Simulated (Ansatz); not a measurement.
System: H3 (cation, charge +1), singlet: symmetric bend, bond length relaxed. Scanned: H-H-H angle. Other coordinates (H-H bond length) were minimised at PBE0/def2-TZVP.

- RKS-PBE/cc-pVDZ = restricted PBE/cc-pVDZ (Ansatz, a quantum-chemistry and plane-wave program)
- RKS-BLYP/cc-pVDZ = restricted BLYP/cc-pVDZ (Ansatz)
- FCI/cc-pVDZ = full CI/cc-pVDZ, frozen core run with Ansatz

Energies relative to the lowest point of each profile, in kcal/mol:

```tsv
a / °	RKS-PBE/cc-pVDZ	RKS-BLYP/cc-pVDZ
180	37.7	36.3
168.92	37.3	36.0
159.88	36.4	35.1
152.22	35.3	34.0
138.24	32.2	31.0
129.17	29.4	28.4
122.35	26.9	26.0
99.47	16.4	15.8
91.66	12.3	11.8
78.78	5.6	5.4
72.10	2.7	2.6
60	0.0	0.0
```

Q: Estimate the FCI/cc-pVDZ values at these points.

A: 180: 39.7; 168.92: 39.3; 159.88: 38.4; 152.22: 37.3; 138.24: 34.1; 129.17: 31.2; 122.35: 28.6; 99.47: 17.4; 91.66: 13.0; 78.78: 5.9; 72.10: 2.8; 60: 0.0 (kcal/mol).
